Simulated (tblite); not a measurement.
Compound: C7H3N3S.
Atom-mapped SMILES: `[N:1]#[C:2][c:3]1[cH:4][cH:5][cH:6][c:7]2[n:8][s:9][n:10][c:11]12` (hydrogens: H12 on C4; H13 on C5; H14 on C6)

Structure optimised with GFN2-xTB, isolated species.

Give the optimised bond lengths and angles.

```json
{"bond": "N1≡C2", "length (Å)": "1.146"}
{"bond": "C2–C3", "length (Å)": "1.412"}
{"bond": "C3–C4", "length (Å)": "1.380"}
{"bond": "C4–C5", "length (Å)": "1.405"}
{"bond": "C5–C6", "length (Å)": "1.370"}
{"bond": "C6–C7", "length (Å)": "1.404"}
{"bond": "C7–N8", "length (Å)": "1.335"}
{"bond": "N8–S9", "length (Å)": "1.604"}
{"bond": "S9–N10", "length (Å)": "1.605"}
{"bond": "N10–C11", "length (Å)": "1.331"}
{"bond": "C3–C11", "length (Å)": "1.415"}
{"bond": "C7–C11", "length (Å)": "1.439"}
{"bond": "C4–H12", "length (Å)": "1.080"}
{"bond": "C5–H13", "length (Å)": "1.079"}
{"bond": "C6–H14", "length (Å)": "1.078"}
```

A selection of angles:
```json
{"angle": "N1–C2–C3", "degrees": "179.0"}
{"angle": "C2–C3–C4", "degrees": "121.3"}
{"angle": "C2–C3–C11", "degrees": "120.6"}
{"angle": "C4–C3–C11", "degrees": "118.0"}
{"angle": "C3–C4–C5", "degrees": "121.7"}
{"angle": "C4–C5–C6", "degrees": "121.9"}
{"angle": "C5–C6–C7", "degrees": "118.2"}
{"angle": "C6–C7–N8", "degrees": "127.8"}
{"angle": "C6–C7–C11", "degrees": "120.6"}
{"angle": "N8–C7–C11", "degrees": "111.6"}
{"angle": "C7–N8–S9", "degrees": "108.8"}
{"angle": "N8–S9–N10", "degrees": "98.8"}
{"angle": "S9–N10–C11", "degrees": "108.6"}
{"angle": "C3–C11–N10", "degrees": "128.1"}
{"angle": "C3–C11–C7", "degrees": "119.7"}
{"angle": "C7–C11–N10", "degrees": "112.2"}
```

S9 (ring sulfur) is bent (angle 98.8°). The 6-membered ring C3–C4–C5–C6–C7–C11 has internal angles of 118.0° to 121.9°; it is planar, 0.00 Å rms from its mean plane, widest ring torsion 0°. The C–C distances run from 1.370 Å (C5–C6, aromatic) to 1.439 Å (C7–C11, aromatic), a spread of 0.069 Å. The C–N distances run from 1.146 Å (N1≡C2, drawn triple) to 1.335 Å (C7–N8, aromatic), a spread of 0.189 Å. N10 (pyridine-type nitrogen) is bent (angle 108.6°). The 5-membered ring C7–N8–S9–N10–C11 has internal angles of 98.8° to 112.2°; it is planar, 0.00 Å rms from its mean plane, widest ring torsion 0°. The 11 heavy atoms lie in one plane (0.001 Å rms).

Point group: Cs (tolerance 0.08 Å). Its GFN2-xTB frequencies are all real (lowest 104 cm⁻¹).

Time: 0.1 s. Hardware: one thread of an Arm Neoverse V2, no GPU, shared host with 64 logical CPUs at a one-minute load of 32. That covers the optimisation of the geometry.

These are computed values.
